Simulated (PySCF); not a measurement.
GeH₃NOSi, Ge₂H₄O₂, Al₂GeH₃O, AlGeH₃O₂ (calculated)

Calculation on a computer-drawn molecule: the log of a Hartree-Fock and frozen-core CCSD(T) single point meant for a local Hartree-Fock minimum, with one planted fault or none, to be diagnosed. Offsets are logged minus clean, where the clean run is the same molecule without the fault. The reference is restricted for singlets and unrestricted otherwise, and also for a bond in bohr or an excited solution. Adding or removing an electron swaps singlet and doublet. The excited solution moves the top pair (singlet) or top alpha electron (doublet) to the lowest empty orbital. Highest occupied and lowest empty are orbital energies over both spins, largest force is the largest gradient component, triples share is (T) over the correlation energy, the T1 limit is 0.02 restricted and 0.045 unrestricted, electrons count all cores, a negative frequency is imaginary (commonest isotopes), and the dipole is about the centre of nuclear charge; on germanium a core potential holds 10 electrons, which the energies leave out, and 3d is frozen in MP2 and coupled-cluster steps. Program: PySCF 2.14.0.

Common to all runs: meant multiplicity 1; meant basis and core potential on germanium cc-pVDZ-PP ECP10MDF; logged SCF converged yes; possible faults no fault, one electron removed, one electron added, multiplicity raised by two, geometry at a saddle point, SCF held on an excited solution, minimal basis STO-3G, one bond length entered in bohr, all coordinates scaled.

(1) GeH₃NOSi

Logged structure:
```xyz
7
GeH3NOSi
O      1.2922     1.5978     2.1022
Ge     0.2614     0.5090     1.1229
N     -0.8215     1.7428     0.3435
Si    -1.8656     2.5956    -0.4427
H      1.0872     2.5205     2.0269
H     -3.1987     2.9626     0.0676
H     -1.6424     3.1576    -1.7868
```

* meant charge: 0
* meant basis: cc-pV(D+d)Z
* logged electrons: 65
* logged basis functions: 89
* logged spin squared: 0.7692
* logged highest occupied: -0.18359 eV
* logged lowest empty: 6.5985 eV
* logged largest force: 0.072744 hartree/bohr
* logged T1 diagnostic: 0.022004
* logged D1 diagnostic: 0.069609
* logged triples share: 0.032923
* logged CC converged: yes
* logged dipole magnitude: 3.4398 debye
* logged SCF stable within its kind: yes
* logged energy HF: -713.35328 hartree
* logged energy CCSD(T): -713.93682 hartree
* planted fault: one electron added
* HF energy offset from clean run: 16.63 kcal/mol
* CCSD(T) energy offset from clean run: 10.88 kcal/mol

Drawn bonds:
```tsv
atom	other atom	order
1	2	1
2	3	1
3	4	2
1	5	1
4	6	1
4	7	1
```

(2) Ge₂H₄O₂

Logged structure:
```xyz
8
Ge2H4O2
O     -2.4371    -2.2417    -0.5887
Ge    -1.0927    -1.2509    -1.1892
O     -0.4410    -0.7894     0.4077
Ge     0.8597     0.1560     1.1531
H     -2.4959    -2.2943     0.3579
H      1.7050    -0.7943     2.0005
H      1.7160     0.7939     0.0529
H      0.2168     1.2377     2.0203
```

- meant charge: 0
- meant basis: cc-pVDZ
- logged electrons: 84
- logged basis functions: 94
- logged spin squared: 0
- logged highest occupied: -4.7857 eV
- logged lowest empty: -3.5431 eV
- logged largest force: 0.050995 hartree/bohr
- logged dipole magnitude: 2.8889 debye
- logged SCF stable within its kind: no
- logged energy HF: -738.48372 hartree
- planted fault: SCF held on an excited solution
- HF energy offset from clean run: 246.8 kcal/mol

Drawn bonds:
```tsv
atom	other atom	order
1	2	1
2	3	1
3	4	1
1	5	1
4	6	1
4	7	1
4	8	1
```

Notes: coupled-cluster numbers left out as unreliable.

(3) Ge₂H₄O₂

Structure as in entry 2.

* meant charge: 0
* meant basis: cc-pVDZ
* logged electrons: 85
* logged basis functions: 94
* logged spin squared: 0.7676
* logged highest occupied: 0.32843 eV
* logged lowest empty: 7.6337 eV
* logged largest force: 0.067842 hartree/bohr
* logged T1 diagnostic: 0.017003
* logged D1 diagnostic: 0.055399
* logged triples share: 0.024099
* logged CC converged: yes
* logged dipole magnitude: 7.1771 debye
* logged SCF stable within its kind: yes
* logged energy HF: -738.83897 hartree
* logged energy CCSD(T): -739.43952 hartree
* planted fault: one electron added
* HF energy offset from clean run: 23.88 kcal/mol
* CCSD(T) energy offset from clean run: 23.55 kcal/mol

Drawn bonds:
```tsv
atom	other atom	order
1	2	1
2	3	1
3	4	1
1	5	1
4	6	1
4	7	1
4	8	1
```

Notes: highest electron not bound in this basis.

(4) Al₂GeH₃O

Logged structure:
```xyz
7
Al2GeH3O
O      0.2734    -1.3769     3.3690
Al     0.8942    -1.7107     1.9720
Ge     1.6670    -2.0672    -0.4320
Al     0.7565    -1.1958    -2.7519
H      2.9016    -2.9776    -0.3979
H      1.4391     0.1546    -3.1041
H     -0.2901    -2.1997    -3.3089
```

* meant charge: 1
* meant basis: cc-pV(D+d)Z
* logged electrons: 68
* logged basis functions: 98
* logged spin squared: 2.5588
* logged highest occupied: -12.425 eV
* logged lowest empty: -7.6866 eV
* logged largest force: 0.048914 hartree/bohr
* logged dipole magnitude: 8.5936 debye
* logged SCF stable within its kind: yes
* logged energy HF: -853.44745 hartree
* planted fault: multiplicity raised by two
* HF energy offset from clean run: 42.43 kcal/mol

Drawn bonds:
```tsv
atom	other atom	order
1	2	2
2	3	1
3	4	1
3	5	1
4	6	1
4	7	1
```

Notes: coupled-cluster numbers left out as unreliable.

(5) AlGeH₃O₂

Logged structure:
```xyz
7
AlGeH3O2
O      4.0962     2.6264     3.0057
Al     2.8226     1.7885     2.4434
Ge     0.8568     0.3666     1.5905
O     -0.2526     1.6482     0.8668
H      0.1200    -0.4007     2.7603
H      1.3018    -0.6661     0.4791
H     -1.0851     1.3156     0.4744
```

* meant charge: 0
* meant basis: cc-pV(D+d)Z
* logged electrons: 64
* logged basis functions: 89
* logged spin squared: 0
* logged highest occupied: -10.492 eV
* logged lowest empty: 0.8994 eV
* logged largest force: 0.03598 hartree/bohr
* logged T1 diagnostic: 0.029263
* logged D1 diagnostic: 0.080729
* logged triples share: 0.034835
* logged CC converged: yes
* logged dipole magnitude: 7.4014 debye
* logged SCF stable within its kind: yes
* logged energy HF: -686.76085 hartree
* logged energy CCSD(T): -687.34792 hartree

Drawn bonds:
```tsv
atom	other atom	order
1	2	2
2	3	1
3	4	1
3	5	1
3	6	1
4	7	1
```

Notes: T1 above single-reference limit.

## Withheld values
1. Which fault was planted in the run of AlGeH₃O₂ (entry 5)?

Answers
1. all coordinates scaled, by +3.3 %

Further results for AlGeH₃O₂ (entry 5):

* HF energy offset from clean run: 4.91 kcal/mol
* CCSD(T) energy offset from clean run: -0.7204 kcal/mol
